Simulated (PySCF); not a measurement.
A run for PySCF: D3(BJ) and D4 dispersion corrections on H2O (SMILES O).

```python
from pyscf import gto
from pyscf.dispersion import dftd3, dftd4

mol = gto.M(
    atom='''
    O    -0.00000000    0.00000000    0.38961139
    H     0.00000000    0.76498632   -0.19485569
    H     0.00000000   -0.76498632   -0.19485569
    ''',
    basis='def2-svp',
    charge=0, spin=0, verbose=0, max_memory=1800)
d3, d4 = {}, {}
for xc in ['hf', 'pbe', 'blyp', 'revpbe', 'tpss', 'r2scan', 'b3lyp', 'pbe0', 'bhlyp', 'camb3lyp', 'b2plyp']:
    d3[xc] = float(dftd3.DFTD3Dispersion(mol, xc=xc, version='d3bj', atm=False).get_dispersion()['energy'])
    print(f'D3(BJ) {xc:10s} {d3[xc]:14.8f} Eh')
for xc in ['hf', 'pbe', 'blyp', 'revpbe', 'tpss', 'r2scan', 'b3lyp', 'pbe0', 'bhlyp', 'camb3lyp', 'b2plyp']:
    d4[xc] = float(dftd4.DFTD4Dispersion(mol, xc={'camb3lyp': 'cam-b3lyp'}.get(xc, xc), atm=True).get_dispersion()['energy'])
    print(f'D4     {xc:10s} {d4[xc]:14.8f} Eh')
```

It printed:

```
D3(BJ) hf            -0.00450233 Eh
D3(BJ) pbe           -0.00035943 Eh
D3(BJ) blyp          -0.00071916 Eh
D3(BJ) revpbe        -0.00106188 Eh
D3(BJ) tpss          -0.00042042 Eh
D3(BJ) r2scan        -0.00008484 Eh
D3(BJ) b3lyp         -0.00057383 Eh
D3(BJ) pbe0          -0.00027686 Eh
D3(BJ) bhlyp         -0.00040942 Eh
D3(BJ) camb3lyp      -0.00021234 Eh
D3(BJ) b2plyp        -0.00023428 Eh
D4     hf            -0.00098317 Eh
D4     pbe           -0.00019578 Eh
D4     blyp          -0.00047287 Eh
D4     revpbe        -0.00094918 Eh
D4     tpss          -0.00026710 Eh
D4     r2scan        -0.00004686 Eh
D4     b3lyp         -0.00031026 Eh
D4     pbe0          -0.00015671 Eh
D4     bhlyp         -0.00018233 Eh
D4     camb3lyp      -0.00014972 Eh
D4     b2plyp        -0.00013382 Eh
```

The run finished.

Cost: about 0.04 core-seconds (a rough figure).
